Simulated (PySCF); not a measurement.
Compound: CH₈FGaN₂.
Geometry (PBE0-D3(BJ)/def2-SVP, Å), atoms numbered from 1 in this order:
```
atom  x, y, z in Å
C1    -2.0483    0.2426   -0.6678
N2    -0.8168   -0.4655   -0.4257
Ga3    0.3449   -0.1297    0.9750
N4     2.1226    0.2324   -0.1263
F5     1.0732   -1.6412    1.6039
H6    -1.9791    1.2722   -0.2790
H7    -2.2768    0.3365   -1.7475
H8    -2.9431   -0.2087   -0.1919
H9    -0.8693   -1.4366   -0.7186
H10    0.1829    1.0805    1.9556
H11    2.6193    1.1089    0.0249
H12    2.7382   -0.5464    0.1127
H13    1.8644    0.1601   -1.1110
```

Method used: PBE0-D3(BJ)/def2-SVP geometry optimisation, gas phase in PySCF.

**Question.** Which atoms are bound to Ga3, and at what distances?

**Answer.** 4 atoms: H10 1.566 Å, F5 1.792 Å, N2 1.850 Å, N4 2.122 Å. The nearest atom not counted as bound is H9, at 2.46 Å.

**Question.** List the angles at Ga3.

**Answer.** 
```csv
angle,degrees,distance of the outer atoms (Å)
N2–Ga3–H10,123.3,3.01
F5–Ga3–H10,118.3,2.89
N2–Ga3–F5,111.6,3.01
N4–Ga3–H10,106.2,2.97
N2–Ga3–N4,99.4,3.04
N4–Ga3–F5,89.2,2.76
```

**Question.** Describe the arrangement about Ga3 in numbers.

**Answer.** Angles from 89.2° to 123.3°; τ4 = (360° − α − β)/141° = 0.84 with α and β the two widest (0 for a square, 1 for a tetrahedron). The Ga–N distances aren't all alike: 1.850 to 2.122 Å.

**Question.** What are the other bond lengths?

**Answer.** C1–N2 1.441 Å; C1–H6, C1–H7, C1–H8 1.107 Å; N2–H9 1.016 Å; N4–H11, N4–H12, N4–H13 1.020 Å.

**Question.** Give some angles away from the centre.

**Answer.** C1–N2–Ga3 125.1°.

**Question.** What are the rotational constants (commonest isotopes, rigid rotor)?

**Answer.** A = 4836, B = 2096, C = 1763 MHz: an asymmetric top.

Point group: C1 (no symmetry element, even within 0.4 Å). Charge 0, singlet. No frequency check.

One conformer stands for the species.
